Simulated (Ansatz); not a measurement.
Relaxation of ClH₅MgOSi (9 atoms, charge 0, multiplicity 1), to a largest force component of 0.03 eV/Å in at most 50 steps.

All numbers below come from RKS B3LYP-D4/def2-SVP in Ansatz.

```xyz
9
Properties=species:S:1:pos:R:3:forces:R:3
Mg -1.755 -1.285 -0.529 0.37 0.26 2.37
O -1.471 -1.077 1.432 -0.58 -0.40 -2.21
Cl -2.249 -1.379 -2.671 0.01 0.00 0.04
H 0.178 0.158 0.455 -0.50 -0.44 0.18
Si 1.234 1.034 -0.023 0.64 0.55 -0.35
H -0.704 -1.438 1.892 -0.02 -0.03 -0.05
H 2.065 0.320 -1.036 0.01 0.00 0.00
H 2.079 1.430 1.134 0.05 0.03 0.03
H 0.623 2.238 -0.654 0.02 0.02 -0.01
```

Q: Where does it end, and by what steps?

A: The run converged. The force dipped under the threshold on the way, but the program's further checks kept it going. After 20 steps the energy has fallen by 0.553 eV; Cl3 moved furthest, 1.34 Å.

| step | energy less start (eV) | largest force component (eV/Å) | accepted |
| --- | --- | --- | --- |
| 0 | 0.0000 | 2.371 | yes |
| 1 | -0.2727 | 1.226 | yes |
| 2 | -0.3380 | 1.095 | yes |
| 3 | -0.3389 | 1.560 | yes |
| 4 | -0.3700 | 1.104 | yes |
| 5 | -0.4200 | 0.268 | yes |
| 6 | -0.4600 | 0.368 | yes |
| 7 | -0.4763 | 0.821 | yes |
| 8 | -0.4892 | 0.341 | yes |
| 9 | -0.5133 | 0.166 | yes |
| 10 | -0.5321 | 0.067 | yes |
| 11 | -0.5323 | 0.662 | yes |
| 12 | -0.5435 | 0.062 | yes |
| 13 | -0.5447 | 0.070 | yes |
| 14 | -0.5239 | 1.653 | no |
| 15 | -0.5494 | 0.044 | yes |
| 16 | -0.5488 | 0.158 | no |
| 17 | -0.5520 | 0.017 | yes |
| 18 | -0.5530 | 0.069 | yes |
| 19 | -0.5532 | 0.054 | yes |
| 20 | -0.5533 | 0.023 | yes |

```xyz
9
Properties=species:S:1:pos:R:3
Mg -1.368 -1.078 -0.078
O -1.785 -1.757 1.497
Cl -1.296 -0.553 -2.232
H 0.361 0.170 0.445
Si 1.255 1.083 -0.358
H -1.766 -1.943 2.433
H 1.955 0.277 -1.387
H 2.222 1.642 0.628
H 0.422 2.159 -0.948
```

Time of the run: 46 s on 2 threads of Arm Neoverse V2, with other jobs on the host, peak memory 0.18 GiB.
